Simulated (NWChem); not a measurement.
**Atomisation of H$_{3}$B**

```
B
H 1 1.2044
H 1 1.2044 2 120.00
H 1 1.2044 2 120.00 3 180.00
```
Charge 0, spin multiplicity 1.

Everything below was run with NWChem. All single points use one geometry, from B3LYP/def2-SVP, a minimum by its harmonic frequencies.

Basis set: def2-TZVP. The atomisation energy is electronic alone: no zero-point, thermal, spin-orbit or counterpoise terms. No value is extrapolated to the basis-set limit. Free atoms are single determinants with multiplicities B 2, H 2. Correlated methods freeze the same cores in atoms and molecule, 1 orbitals in all.

```json
[
 {"method": "MP2", "atomisation energy (kcal/mol)": "270.2"},
 {"method": "HF", "atomisation energy (kcal/mol)": "231.0"},
 {"method": "LC-wPBE (omega 0.3 per bohr)", "atomisation energy (kcal/mol)": "278.4"},
 {"method": "BHandHLYP", "atomisation energy (kcal/mol)": "282.8"},
 {"method": "PBE0", "atomisation energy (kcal/mol)": "278.8"},
 {"method": "CCSD(T)", "atomisation energy (kcal/mol)": "272.4"},
 {"method": "LDA (SVWN5)", "atomisation energy (kcal/mol)": "303.7"},
 {"method": "B3LYP", "atomisation energy (kcal/mol)": "284.3"},
 {"method": "TPSS", "atomisation energy (kcal/mol)": "287.9"},
 {"method": "PBE", "atomisation energy (kcal/mol)": "278.2"}
]
```

The values span 72.8 kcal/mol, from HF (lowest) to LDA (SVWN5) (highest). 

The correlated methods keep 1 core orbital frozen. B3LYP has NWChem's definition, with VWN1-RPA local correlation. The structure started from a generated list of species. The stability of the SCF solutions was not checked. Open-shell Hartree-Fock references start from PBE0 orbitals. Coupled-cluster values serve here as a point of comparison, not as the truth.
